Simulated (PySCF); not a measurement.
Input file for PySCF: R-BP86/LANL2DZ on ZnSe, 2S+1 = 1, a spin state set in the input, which need not be the lowest, a point of a bond scan (R = 2.385 Å).

```python
from pyscf import gto, scf, dft, mp
from pyscf.data.elements import chemcore

mol = gto.M(
    atom='''
    Zn    0.00000000    0.00000000    0.00000000
    Se    0.00000000    0.00000000    2.38534700
    ''',
    basis='lanl2dz',
    ecp={'Se': 'lanl2dz', 'Zn': 'lanl2dz'},
    charge=0, spin=0, verbose=3, max_memory=1800)
mf = dft.RKS(mol, xc='b88,p86')
mf.conv_tol = 1e-8
mf.max_cycle = 100
mf.kernel()
if not mf.converged:
    mf = mf.newton().run(mf.mo_coeff, mf.mo_occ)
```

The log:

```
converged SCF energy = -75.2138661141311
```

The calculation finished and met its thresholds.

Cost: around 0.8 core-seconds (rough).
